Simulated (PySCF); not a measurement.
Isomers of C5H5FO.

All values: PBE0/def2-SVPD (PySCF) at GFN2-xTB geometries, gas phase, one conformer each. Core orbitals are frozen in the response; Δα² is half the sum of the squared differences of the principal polarisabilities.

Task: Rank by dipole moment, highest first.
A. `[CH3:1][C:2](=[O:3])[C:4]1=[CH:5][C@@H:6]1[F:7]` with C1–C2–C4–C5 142°
B. `[CH2:1]=[CH:2][CH2:3][C:4]([F:5])=[C:6]=[O:7]` with C1–C2–C3–C4 119°, C2–C3–C4–F5 76°
C. `[CH3:1][C:2](=[O:3])[C:4]1([F:5])[CH:6]=[CH:7]1` with C1–C2–C4–F5 0°
D. `[CH:1]#[C:2][C@@H:3]([F:4])[C@H:5]1[CH2:6][O:7]1` with C2–C3–C5–C6 -21°

Result: B (1.80 D), C (1.49 D), A (1.25 D), D (0.81 D).

Task: Rank by polarisability anisotropy Δα, lowest first.
A. `[CH2:1]=[CH:2][CH2:3][C:4]([F:5])=[C:6]=[O:7]` with C1–C2–C3–C4 119°, C2–C3–C4–F5 76°
B. `[CH:1]#[C:2][C@@H:3]([F:4])[C@H:5]1[CH2:6][O:7]1` with C2–C3–C5–C6 -21°
C. `[CH3:1][C:2](=[O:3])[C:4]1([F:5])[CH:6]=[CH:7]1` with C1–C2–C4–F5 0°

Result: C (2.39 Å³), B (3.05 Å³), A (3.90 Å³).

All values together:

| SMILES | μ (D) | HOMO (eV) | LUMO (eV) | α (Å³) | Δα (Å³) |
| --- | --- | --- | --- | --- | --- |
| CC(=O)C1=C[C@@H]1F | 1.25 | -7.75 | -2.10 | 9.02 | 3.93 |
| C#C[C@@H](F)[C@H]1CO1 | 0.81 | -8.10 | -0.13 | 8.69 | 3.05 |
| CC(=O)C1(F)C=C1 | 1.49 | -7.54 | -0.93 | 8.69 | 2.39 |
| C=CCC(F)=C=O | 1.80 | -6.75 | -2.09 | 9.49 | 3.90 |

Conformers: `[CH3:1][C:2](=[O:3])[C:4]1=[CH:5][C@@H:6]1[F:7]` with C1–C2–C4–C5 142°; `[CH:1]#[C:2][C@@H:3]([F:4])[C@H:5]1[CH2:6][O:7]1` with C2–C3–C5–C6 -21°; `[CH3:1][C:2](=[O:3])[C:4]1([F:5])[CH:6]=[CH:7]1` with C1–C2–C4–F5 0°; `[CH2:1]=[CH:2][CH2:3][C:4]([F:5])=[C:6]=[O:7]` with C1–C2–C3–C4 119°, C2–C3–C4–F5 76°.
